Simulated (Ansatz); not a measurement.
Results of the Gaussian-basis code of Ansatz.

A structure relaxed at PBE0-D4/def2-TZVP, charge 0, multiplicity 1:

```xyz
21

C    -0.997    2.078    1.845
N    -0.902    0.963    0.929
C    -2.065    0.100    0.960
Sn    0.859    0.067    0.647
Cl    1.469   -1.450    2.305
Cl    2.463    1.754    0.656
N     0.739   -0.975   -1.051
C     1.699   -2.024   -1.313
C     0.372   -0.230   -2.237
H    -0.100    2.697    1.792
H    -1.142    1.766    2.890
H    -1.851    2.706    1.565
H    -1.952   -0.724    0.250
H    -2.260   -0.327    1.954
H    -2.952    0.673    0.665
H     2.631   -1.654   -1.764
H     1.262   -2.751   -2.009
H     1.949   -2.557   -0.394
H    -0.357    0.548   -1.994
H    -0.095   -0.907   -2.963
H     1.231    0.247   -2.732
```

Problem. Give its formula and SMILES.

Solution. C4H12Cl2N2Sn, `C[N](C)[Sn]([Cl])([Cl])[N](C)C`.

Problem. Point group (tolerance 0.08 Å, 0.16 Å for H)?

Solution. C2.

Problem. Summarise the bond lengths by kind.

Solution. 4 × C–N 1.446 to 1.448 Å; 12 × C–H 1.091 to 1.100 Å; 2 × N–Sn 1.996 Å; 2 × Cl–Sn 2.328 Å.
